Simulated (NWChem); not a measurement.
# WOCl4; SMILES [O]=[W]([Cl])([Cl])([Cl])[Cl]

```xyz
6

W      0.0000     0.0000     0.1610
O      0.0000     0.0000     1.8292
Cl     2.2326     0.0000    -0.3904
Cl    -2.2326     0.0000    -0.3904
Cl     0.0000     2.2326    -0.3904
Cl     0.0000    -2.2326    -0.3904
```
Atoms are numbered in this order, from 1.

Results from NWChem. The geometry was optimised at PBE0/def2-SVP. No frequency run checked for a minimum. def2 effective core potentials on W; no spin-orbit coupling.

For level B3LYP/def2-SVP:

| Property | Value |
|---|---|
| highest occupied level (eV) | -8.63 |
| orbital gap (eV) | 3.49 |

### Question
What are these values for level MPW1K/def2-SVP?

### Answer
| Property | Result |
|---|---|
| highest occupied level (eV) | -10.07 |
| orbital gap (eV) | 5.29 |
